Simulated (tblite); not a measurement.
Compound: C8H15N2 (charge +1).
SMILES: `C[N+]1=C(C(C)(C)C)NC=C1`

Computed values, GFN2-xTB/tblite, gas phase, harmonic and unscaled. Errors from tens to a few hundred cm⁻¹ against measured bands are possible.

Harmonic wavenumbers (cm⁻¹): 55.9, 125.1, 148.0, 157.6, 202.9, 228.1, 255.6, 292.7, 304.9, 327.6, 357.8, 378.6, 425.6, 485.4, 596.1, 606.4, 684.9, 705.7, 716.3, 808.6, 819.2, 862.2, 892.9, 956.5, 961.3, 968.0, 1015.3, 1028.2, 1037.1, 1058.8, 1090.9, 1100.5, 1132.6, 1169.7, 1218.4, 1226.3, 1242.9, 1303.1, 1379.1, 1399.9, 1409.6, 1411.7, 1429.4, 1441.3, 1447.5, 1463.4, 1477.2, 1479.4, 1481.5, 1485.1, 1499.0, 1502.8, 1513.8, 1556.9, 3009.4, 3030.0, 3039.4, 3045.3, 3048.2, 3048.9, 3051.1, 3056.7, 3064.1, 3065.6, 3071.5, 3081.5, 3188.2, 3202.6, 3433.2.

A = 2020, B = 1192, C = 903.4 MHz; mass 139.124 u (most abundant isotopes); point group C1, symmetry number 1.

**Question.** Zero-point energy?

**Answer.** Half the sum of the wavenumbers: 48380 cm⁻¹ = 578.76 kJ/mol.

**Question.** Entropy at 350 K, 1 bar (ideal gas, RRHO, classical rotation)?

**Answer.** Translation 173.74, rotation 124.93, vibration 153.06: S = 451.7 J/(mol K).

**Question.** And Cp and H(350 K) − H(0)?

**Answer.** Cp = 214.58 J/(mol K), of which vibrations give 181.32 (their classical limit is 69 R = 573.7); H(350 K) − H(0) = 41.81 kJ/mol without the zero-point energy, 30.17 from vibrations.

**Question.** Which modes carry the vibrational entropy at 350 K?

**Answer.** 55.9 cm⁻¹: 20.56; 125.1 cm⁻¹: 13.93; 148.0 cm⁻¹: 12.57; 157.6 cm⁻¹: 12.07; 202.9 cm⁻¹: 10.06; 228.1 cm⁻¹: 9.15 J/(mol K); the other 63 give 74.72 together.

**Question.** What must be added to the electronic energy to get the Gibbs energy at 350 K and 1 bar?

**Answer.** ZPE + [H(350 K) − H(0)] − T·S = 578.76 + 41.81 − 158.11 = 462.46 kJ/mol.

**Question.** Blend soft modes into free rotors: weight 1/[1 + (100 cm⁻¹/ν̃)⁴] for the oscillator and the rest for a rotor with moment μB/(μ + B), μ = h/(8π²ν), B = 10⁻⁴⁴ kg m². What vibrational entropy results?

**Answer.** 146.97 J/(mol K) in place of 153.06, which changes −T·S at 350 K by +2.13 kJ/mol.

**Question.** How do the functions run with temperature in this model?

**Answer.** 
```
 T (K)  S (J/(mol K))  Cp (J/(mol K))  H − H(0) (kJ/mol)  G − H(0) (kJ/mol)  ln q(vib)
   150          322.6           107.1               9.83             -38.56       2.39
   250          389.4           159.3              23.12             -74.22       5.13
298.15          419.7           185.8              31.43             -93.70       6.52
   400          482.2           241.5              53.22            -139.65       9.53
   600          598.1           331.2             111.00            -247.85      15.60
   900          750.5           419.1             224.63            -450.78      24.54
```

q(vib) and H(0) count from the zero-point level.

Hindered rotation and anharmonicity are outside this model. The structure is chiral; the term R ln 2 for an equal mix with its mirror image is left out.

The run took 3.3 s wall on one thread of an Intel Xeon at 2.50 GHz, shared host. The figure is for the frequency step alone.

The values belong to the conformer `[CH3:1][n+:2]1[cH:3][cH:4][nH:5][c:6]1[C:7]([CH3:8])([CH3:9])[CH3:10]`: N5–C6–C7–C8 -107°.
